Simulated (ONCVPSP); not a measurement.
## phosphorus: excitation energies, all-electron against ONCV

```json
{
  "Element": "phosphorus (P)",
  "Generator": "ONCVPSP 4.0.1",
  "Type": "optimised norm-conserving Vanderbilt (ONCV)",
  "Functional": "PBE",
  "Relativity": "scalar-relativistic",
  "Frozen core": "[He]",
  "Valence charge": "13",
  "Reference configuration": "2s2 2p6 3s2 3p3",
  "Partial waves": "2s+3s: rc 1.00 bohr, ncon 4, nbas 7, qcut 15.9 1/bohr, 3 projectors, debl 3.5 Ha; 2p+3p: rc 0.90 bohr, ncon 4, nbas 8, qcut 13.9 1/bohr, 2 projectors",
  "Local potential": "polynomial inside 0.65 bohr (lpopt 5, dvloc0 -1 Ha)",
  "Core correction": "none"
}
```

Energies are relative to the spin-unpolarised reference configuration 2s2 2p6 3s2 3p3; without spin polarisation the order of configurations can differ from experiment.

**Question.** Give the all-electron excitation energy and the error of the potential for: 2s2 2p6 3s2 3p2; 2s2 2p6 3s2 3p1; 2s2 2p6 3s2 3p0; 2s2 2p6 3s0 3p5.

**Answer.**

```
valence configuration  charge  ΔE all-electron (eV)  error AE − PS (meV)
      2s2 2p6 3s2 3p2      +1                 9.730                 +0.5
      2s2 2p6 3s2 3p1      +2                28.877                 +3.3
      2s2 2p6 3s2 3p0      +3                58.616                  +12
      2s2 2p6 3s0 3p5       0                17.200                  0.0
```
